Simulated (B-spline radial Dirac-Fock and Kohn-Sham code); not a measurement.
## X-ray form factors of tellurium in several charge states

The computed values come from a B-spline atomic structure program: relativistic Hartree-Fock (Dirac-Fock) wave functions, averaged over the configuration.

Configurations: Te [Kr] 4d10 5s2 5p4; Te⁺ [Kr] 4d10 5s2 5p3; Te²⁺ [Kr] 4d10 5s2 5p2; Te³⁺ [Kr] 4d10 5s2 5p1. The first column is f₀ of Te, the others are differences from it.

| s (Å⁻¹) | Te | Δ Te⁺ | Δ Te²⁺ | Δ Te³⁺ |
| --- | --- | --- | --- | --- |
| 0 | 52.000 | -1.000 | -2.000 | -3.000 |
| 0.1 | 48.166 | -0.375 | -0.857 | -1.415 |
| 0.2 | 41.621 | +0.060 | +0.087 | +0.070 |
| 0.3 | 36.088 | +0.041 | +0.105 | +0.187 |
| 0.4 | 31.438 | -0.001 | +0.008 | +0.031 |
| 0.5 | 27.471 | -0.009 | -0.021 | -0.033 |
| 0.7 | 21.723 | -0.002 | -0.007 | -0.016 |
| 0.9 | 18.273 | +0.001 | +0.003 | +0.004 |
| 1.1 | 15.853 | +0.001 | +0.002 | +0.004 |
| 1.4 | 12.711 | 0.000 | 0.000 | -0.001 |
